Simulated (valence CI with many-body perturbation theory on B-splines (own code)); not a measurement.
# In XI: what the settings do

Calculated by valence CI with perturbative core correlation (CI+MBPT): three valence electrons over a frozen Dirac-Fock core [Kr], a basis of 6 s, 6 p, 5 d, 5 f, 1 g functions for each j, with the one-electron correlation potential Σ1, the two-electron term Σ2, the three-electron term Σ3, Breit, model QED; selected CI, second order for the rest, scaled by the run's own slope (own B-spline code, finite nucleus).

No measured spectrum was set against this ion. As an estimate, terms of the open shell hold to 2 to 4 % of their energy, and close levels can change places. The list stops below the first excitations out of the core. Only levels of the ground parity were solved; by the run's estimate the other parity begins above the list, which can be wrong where configurations are misplaced.

The reference run has the lowest level 4d3 4F_3/2 and an ionisation energy of 202.368 eV. Its largest variational space holds 3440 state functions.

Names give the largest LS component (configuration and term), which can be under half, so a name can repeat, a term be missing and a line seem to break the LS rules; names also repeat where a configuration has a term twice. Letters in brackets count levels of one name in rising energy.

Changed runs:
A. scale of Σ2 1 → 0; natural orbitals for correlation on → off
B. averaging of valence orbitals over low configurations on → off
C. Breit term on → off; QED terms on → off
D. correlating orbitals by l 3 3 3 3 1 → 0 0 0 0 0 (bad on purpose)

Excitation energies of the reference run in cm⁻¹, and shifts in cm⁻¹:

| Level | Reference | A | B | C | D |
| --- | --- | --- | --- | --- | --- |
| 4d3 4F_5/2 | 4699 | -129 | +3.6 | +194 | -62 |
| 4d3 4F_7/2 | 9549 | -150 | +3.8 | +366 | -46 |
| 4d3 4F_9/2 | 13961 | -2.4 | +1.1 | +482 | +56 |
| 4d3 4P_3/2 | 20872 | +930 | -42 | +73 | +752 |
| 4d3 4P_1/2 | 22301 | +950 | -33 | +172 | +570 |
| 4d3 2G_7/2 | 27260 | +2014 | -23 | +344 | +943 |
| 4d3 2H_9/2 | 28206 | +2763 | -20 | +364 | +961 |
| 4d3 4P_5/2 | 28960 | +720 | -25 | +392 | +474 |
| 4d3 2D_3/2 [a] | 33929 | +474 | -47 | +353 | +1045 |
| 4d3 2P_1/2 | 36154 | +825 | -73 | +404 | +1316 |
| 4d3 2H_11/2 | 38198 | +3867 | -23 | +555 | +1168 |
| 4d3 2G_9/2 | 40650 | +2749 | -21 | +687 | +1033 |
| Ionisation energy (eV) | 202.368 | -1.203 | +0.0046 | +0.013 | +0.019 |
